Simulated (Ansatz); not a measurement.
Ansatz (a quantum-chemistry and plane-wave program) input (CCSD(T)/cc-pVDZ):

Ansatz 0.2 input:
```yaml
crystal:
  periodic: [false, false, false]
  atoms:
    - {symbol: C, position_ang: [1.07047504, 0.69372954, 1.08426543]}
    - {symbol: B, position_ang: [0.46359583, -0.24182661, 0.13953698]}
    - {symbol: C, position_ang: [1.07296706, -1.70637452, -0.17874205]}
    - {symbol: N, position_ang: [-0.76705311, 0.04730652, -0.64671354]}
    - {symbol: C, position_ang: [-1.57611342, 1.19981100, -0.34478124]}
    - {symbol: H, position_ang: [0.67036195, 1.67668251, 1.33473297]}
    - {symbol: H, position_ang: [2.00747154, 0.47178168, 1.59549331]}
    - {symbol: H, position_ang: [0.35895174, -2.51385495, 0.04911772]}
    - {symbol: H, position_ang: [1.97651431, -1.90506797, 0.40613208]}
    - {symbol: H, position_ang: [1.33422354, -1.82550449, -1.24042495]}
    - {symbol: H, position_ang: [-1.32715795, -0.75975923, -0.88197765]}
    - {symbol: H, position_ang: [-0.96536475, 2.10450502, -0.42934975]}
    - {symbol: H, position_ang: [-1.99385792, 1.20797062, 0.68018516]}
    - {symbol: H, position_ang: [-2.41372190, 1.29823796, -1.04905184]}
basis:
  gaussian:
    orbitals: cc-pVDZ
total_charge: -1
magnetization: {spin_polarized: false}
correlation: {method: ccsd_t, electrons: outside_noble_gas}
```

End of the output:

```
5 core orbitals not correlated
reference -5387.03307503 eV, -197.9698140454 hartree; 15, 15 occupied and 95, 95 virtual orbitals, 1046 factors
second order -19.13730887 eV of doubles, -0.00000000 eV of singles
coupled cluster: 2.85 GiB planned
cycle   1  -20.19602434 eV  change    -1.1e0 eV  update   9.4e-2
cycle   2  -20.71972013 eV  change   -5.2e-1 eV  update   2.8e-2
cycle   3  -20.81487440 eV  change   -9.5e-2 eV  update   1.3e-2
cycle   4  -20.81197996 eV  change    2.9e-3 eV  update   3.9e-3
cycle   5  -20.81151971 eV  change    4.6e-4 eV  update   1.5e-3
cycle   6  -20.81124601 eV  change    2.7e-4 eV  update   5.1e-4
cycle   7  -20.81103181 eV  change    2.1e-4 eV  update   1.7e-4
cycle   8  -20.81103860 eV  change   -6.8e-6 eV  update   6.2e-5
cycle   9  -20.81103581 eV  change    2.8e-6 eV  update   2.4e-5
perturbative correction -0.64579750 eV, -0.0237326203 hartree
Total energy: -5408.48990835 eV, -198.7583381256 hartree
```

It need not be the lowest isomer of its formula. Whether it binds its extra electron was not tested at this geometry.
